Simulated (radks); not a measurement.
Coulomb parameter of the 4f shell of the promethium ion Pm2+ in the model configuration [Xe] 4f4 6s1, as a second difference U = [E(n + 0.25) + E(n - 0.25) - 2 E(n)] / (0.25)^2 with all orbitals relaxed. "Bare": the charge of the atom changes with n. "Screened": the 6s shell takes up the change at fixed total charge, which measures U(4f,4f) + U(6s,6s) - 2 U(4f,6s). Calculated with a radial shooting solver on a logarithmic mesh with Libxc functionals: scalar-relativistic Kohn-Sham, PBE, spin-unpolarised, spherical densities, finite nucleus; Fermi nuclear charge, rms radius 4.962 fm.

| case | configuration | E - E(n) (eV) |
|---|---|---|
| start | [Xe] 4f4 6s1 | 0.000 |
| bare +0.25 | [Xe] 4f4.25 6s1 | -5.338 |
| bare -0.25 | [Xe] 4f3.75 6s1 | 6.395 |
| screened +0.25 | [Xe] 4f4.25 6s0.75 | -1.750 |
| screened -0.25 | [Xe] 4f3.75 6s1.25 | 2.194 |

U(bare) = 16.903 eV, U(screened by 6s) = 7.110 eV, against the Slater integral F0(4f,4f) = 26.860 eV with frozen orbitals.
